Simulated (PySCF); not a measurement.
N+: excitation energy

N+ [He] 2s2 2p2 (3P) → N+ [He] 2s1 2p3 (5S), as a difference of total energies. Calculation: PySCF 2.14, in aug-cc-pwCVTZ; no relativity, point nucleus. Correlated levels: valence: 1s2 frozen; valence and next inner shell: nothing frozen. The calculations carry no spin-orbit coupling.

```csv
method,excitation energy (eV),error (eV)
UHF,4.012,-1.778
LDA,5.695,-0.095
PBE,5.806,+0.016
PBE0,5.651,-0.139
r2SCAN,5.071,-0.719
wB97X,5.588,-0.202
TPSS,6.081,+0.291
wB97M-V,6.220,+0.430
PBEsol,5.589,-0.201
MP2 (valence),5.266,-0.524
SCS-MP2 (valence),5.875,+0.085
MP2 (valence and next inner shell),5.255,-0.535
SCS-MP2 (valence and next inner shell),5.866,+0.076
```

Reference: 5.790 eV (measured; NIST levels, between the centres of gravity of the two terms).

Errors of the correlated levels include the incompleteness of this basis and the frozen core.
